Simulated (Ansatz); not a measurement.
`FCN[SiH3]` + `CBN` → `CBNCF` + `N[SiH3]`  (substitution at a C–N bond)

Gas-phase electronic energies from Ansatz, PBE0-D4/def2-TZVP geometries. CCSD(T)/CBS is the MP2 limit (def2-TZVPP, def2-QZVPP) plus CCSD(T) − MP2 in def2-TZVPP, frozen cores. This one scheme is used for every species. DFT in def2-TZVPP. B3LYP here is the variant with VWN-RPA as its local correlation; programs differ in this. Each species was taken in one conformer, which may not be the lowest.

| level | ΔE (kJ/mol) | difference from CCSD(T)/CBS |
| --- | --- | --- |
| PBE-D4 | 6.1 | 3.2 |
| r2SCAN-D4 | 4.6 | 1.7 |
| PBE0-D4 | 4.3 | 1.4 |
| B3LYP-D4 | 5.5 | 2.6 |
| ωB97X-V | 4.2 | 1.3 |
| ωB97M-V | 4.3 | 1.4 |
| B2PLYP | 4.0 | 1.1 |
| PBE | 5.4 | 2.5 |
| r2SCAN | 4.5 | 1.6 |
| PBE0 | 3.8 | 0.9 |
| B3LYP | 4.3 | 1.4 |
| HF/def2-TZVPP | 0.6 | -2.3 |
| MP2/def2-TZVPP | 3.3 | 0.4 |
| SCS-MP2/def2-TZVPP | 3.0 | 0.1 |
| CCSD/def2-TZVPP | 2.6 | -0.3 |
| CCSD(T)/def2-TZVPP | 3.1 | 0.2 |
| HF/def2-QZVPP | 0.5 | -2.4 |
| MP2/def2-QZVPP | 3.1 | 0.2 |
| SCS-MP2/def2-QZVPP | 2.8 | -0.1 |
| HF/CBS(def2) | 0.4 | -2.5 |
| MP2/CBS(def2) | 3.1 | 0.2 |
| CCSD/CBS(def2) | 2.4 | -0.5 |
| CCSD(T)/CBS | 2.9 | 0 |

Largest T1 diagnostic among the species: 0.012.
